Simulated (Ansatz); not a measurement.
Input for Ansatz (a first-principles code): R-PBE0/def2-TZVPPD on C2H10Si (a complex), monomers drawn apart or pushed together. Files ending in .json are basis or fitting sets from the Basis Set Exchange.

Ansatz 0.2 input:
```yaml
crystal:
  periodic: [false, false, false]
  atoms:
    - {symbol: Si, position_ang: [-0.01941855, 0.30518365, 0.28513973]}
    - {symbol: H, position_ang: [-1.49070414, 0.40063928, 0.41075647]}
    - {symbol: H, position_ang: [0.43566956, -1.01323627, 0.77953210]}
    - {symbol: H, position_ang: [0.61669308, 1.37665619, 1.08327955]}
    - {symbol: H, position_ang: [0.36471552, 0.45689561, -1.13688620]}
    - {symbol: C, position_ang: [-0.73127024, -0.06236313, 3.58243467]}
    - {symbol: C, position_ang: [0.74879421, -0.22208848, 3.91608432]}
    - {symbol: H, position_ang: [-1.07262097, -0.84596678, 2.90311185]}
    - {symbol: H, position_ang: [-0.92969225, 0.89927772, 3.10501673]}
    - {symbol: H, position_ang: [-1.34944590, -0.11554976, 4.48072363]}
    - {symbol: H, position_ang: [0.94570768, -1.18307602, 4.39527169]}
    - {symbol: H, position_ang: [1.08884346, 0.56171538, 4.59570901]}
    - {symbol: H, position_ang: [1.36655178, -0.16955041, 3.01780768]}
basis:
  gaussian:
    orbitals: def2-TZVPPD.json
hamiltonian:
  xc: {name: PBE0}
scf: {lower_state_search: off}
```

Output:

```
WARN ansatz: RAYON_NUM_THREADS=1 ignored (pool sized by the plan → 1); use --threads N
Functional definition: PBE0
these checks for a lower state are left out or cut short: stability, starts, cluster_reference, orbital_swaps, neighbouring_geometries, increment
integrals: 0.21 GiB planned
1260 factors; their error is unknown
mean field: 1.90 GiB planned
mean field evaluation 1: about -10102.4483 eV, gradient 5.4e1 eV
mean field evaluation 2: about -10099.9215 eV, gradient 6.0e1 eV
mean field evaluation 4: about -10109.2347 eV, gradient 8.0e-1 eV
mean field evaluation 8: about -10109.2302 eV, gradient 5.9e-1 eV
mean field evaluation 16: about -10109.2307 eV, gradient 1.4e-5 eV
mean field -10109.23065776 eV, -371.5073743899 hartree, gradient 1.3e-6 eV, S^2 0.000000; 0 other end points of the search recorded, 0 dependent functions left out
reference -10109.23069522 eV, -371.5073757666 hartree; 18, 18 occupied and 274, 274 virtual orbitals, 1260 factors
Total energy: -10109.23069522 eV, -371.5073757666 hartree
Checks for a lower state left out: stability, starts, cluster_reference, orbital_swaps, neighbouring_geometries, increment
```

The calculation finished and met its thresholds.

Cost: very roughly 4 core-seconds.
